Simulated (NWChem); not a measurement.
Species: C₂H₇Al; SMILES [CH3][AlH][CH3]

```xyz
10

Al     0.0000     0.0000     0.5044
C     -1.7380     0.0000    -0.4236
H     -2.3352    -0.8770    -0.1362
H     -1.6554     0.0000    -1.5165
H     -2.3352     0.8770    -0.1362
C      1.7380     0.0000    -0.4236
H      2.3352     0.8770    -0.1362
H      1.6554     0.0000    -1.5165
H      2.3352    -0.8770    -0.1362
H      0.0000     0.0000     2.1042
```
Atoms are numbered in this order, from 1.

The geometry was optimised at B3LYP/6-31G* (spherical d).

Symmetry labels are those of C2v in the frame above (b1 and b2, or b-type labels, depend on it).

Q: List the 4 lowest vertical singlet excitations and the 4 lowest triplet ones from B3LYP/6-31+G* (spherical d), full TDDFT (NWChem).

A: 
| state | energy (eV) | oscillator strength | symmetry | leading excitation (squared amplitude) |
|---|---|---|---|---|
| S1 | 5.21 | 0.000 | a2 | HOMO → LUMO (0.99) |
| S2 | 5.39 | 0.003 | b2 | HOMO−1 → LUMO (1.00) |
| S3 | 6.35 | 0.155 | b1 | HOMO → LUMO+1 (0.99) |
| S4 | 6.63 | 0.030 | a1 | HOMO−1 → LUMO+1 (0.98) |
| T1 | 4.94 | spin-forbidden | a2 | HOMO → LUMO (0.99) |
| T2 | 5.04 | spin-forbidden | b2 | HOMO−1 → LUMO (0.99) |
| T3 | 5.99 | spin-forbidden | b1 | HOMO → LUMO+1 (0.94) |
| T4 | 6.22 | spin-forbidden | a1 | HOMO−1 → LUMO+1 (0.90) |
